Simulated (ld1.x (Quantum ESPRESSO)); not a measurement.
nitrogen: excitation energies, all-electron against TM

ld1.x (Quantum ESPRESSO) 7.5 input, shortened:

```
&input
   title='N', zed=7., rel=1, dft='PBESOL', iswitch=3,
   config='[He] 2s2 2p3 3d-2'
 /
 &inputp
   pseudotype=2, tm=.true., lloc=1,
   nlcc=.false.
 /
3
2S  1  0   2.00   0.00  1.10  1.10  0.0
3D  3  2  -2.00   0.45  1.75  1.75  0.0
2P  2  1   3.00   0.00  1.65  1.65  0.0
 &test
   configts(1)='2s2 2p3'
 /
```

Energies are relative to the spin-unpolarised reference configuration 2s2 2p3; without spin polarisation the order of configurations can differ from experiment.

```csv
valence configuration,charge,ΔE all-electron (eV),error AE − PS (meV)
2s2 2p2,+1,13.521,+5.8
2s2 2p1,+2,42.258,+143
2s2 2p3.3,-0.3,-1.604,-0.4
2s0 2p5,0,22.896,+39
2s1 2p3,+1,25.236,-39
```

(1) What are ΔE and the potential's error for 2s1 2p0?

(2) What are ΔE and the potential's error for 2s2 2p0?

Results:

(1) ΔE = 166.660 eV all-electron; the error (AE − PS) is +1379 meV.

(2) ΔE = 89.143 eV all-electron; the error (AE − PS) is +796 meV.
